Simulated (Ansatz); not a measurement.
Energy landscape of H₂Be, singlet: symmetric bend, bond length relaxed. Scanned: H-Be-H angle. Other coordinates (Be-H bond length) were minimised at B3LYP/def2-TZVP.

The free coordinates were minimised at B3LYP/def2-TZVP in PySCF; the energy column is full CI/aug-cc-pVDZ, frozen core (Ansatz, a first-principles code), in kcal/mol.

```csv
a / °,Be-H bond length / Å,E
180,1.330,0.0
167.89,1.330,0.7
157.62,1.331,2.5
151.76,1.333,4.0
139.81,1.335,8.2
128.12,1.339,13.9
121.17,1.342,18.1
109.11,1.349,26.9
98.68,1.355,36.4
88.09,1.362,47.9
80.18,1.367,58.0
72.33,1.372,69.3
60,1.375,89.2
```
